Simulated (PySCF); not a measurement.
**Electron correlation in Ca (calcium, neutral)**

[Ar] 4s2, closed-shell 1S. Computed with PySCF 2.14 in def2-SVP, with no relativity, point nucleus. Frozen: [Ar]; 2 electrons correlated.

Total MP2 correlation energy: -17.27 mhartree.

Same-spin part 0.00 and opposite-spin part -17.27 mhartree; SCS-MP2 scales them by 1/3 and 6/5 to -20.72 mhartree.

With two correlated electrons CCSD is exact within the correlated space (frozen core and kept virtual orbitals).

```json
{"level": "CCSD", "correlation energy (mhartree)": "-26.92"}
```

Diagnostics: T1 = 0.021, D1 = 0.0297, largest double amplitude 0.158.

A double-excitation amplitude exceeds 0.15, a sign of near-degeneracy.

Cost of the coupled-cluster step: 0.04 s of wall time on 1 thread of Neoverse-V2 (shared host), for 2 correlated electrons.
